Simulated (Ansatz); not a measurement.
System: H3BNO, charge 0, doublet. H3BNO (SMILES B([O])N, doublet).
B3LYP-D3(BJ)/def2-TZVP minimum from Ansatz (a quantum-chemistry and plane-wave program):
```xyz
6

B      0.0059    -0.2824     0.3224
H     -0.0156    -0.9091     1.3594
O      0.2333    -1.0868    -0.7163
N     -0.1918     1.1046     0.3068
H     -0.3575     1.6291     1.1463
H     -0.1801     1.6539    -0.5354
```
Charge 0, spin multiplicity 2.

Total energies in cc-pVDZ, 17 correlated electrons, 3 frozen orbitals. Radicals and triplets start from unrestricted determinants; spin-orbit coupling is neglected. Correlated methods leave the cores frozen. No relativity.

```json
[
 {"method": "HF", "program": "Ansatz", "energy (Eh)": "-155.79925", "minus CCSDT(Q) (mEh)": "440.96"},
 {"method": "MP2", "program": "Ansatz", "energy (Eh)": "-156.19342", "minus CCSDT(Q) (mEh)": "46.79"},
 {"method": "CCSD", "program": "Ansatz", "energy (Eh)": "-156.22788", "minus CCSDT(Q) (mEh)": "12.33"},
 {"method": "CCSD(T)", "program": "Ansatz", "energy (Eh)": "-156.23831", "minus CCSDT(Q) (mEh)": "1.90"},
 {"method": "CCSDT(Q)", "program": "Ansatz", "energy (Eh)": "-156.24021", "minus CCSDT(Q) (mEh)": "0.00"}
]
```

Rough core times of Ansatz's runs on a shared machine: CCSD(T) under 20 s, CCSDT(Q) 5 min.
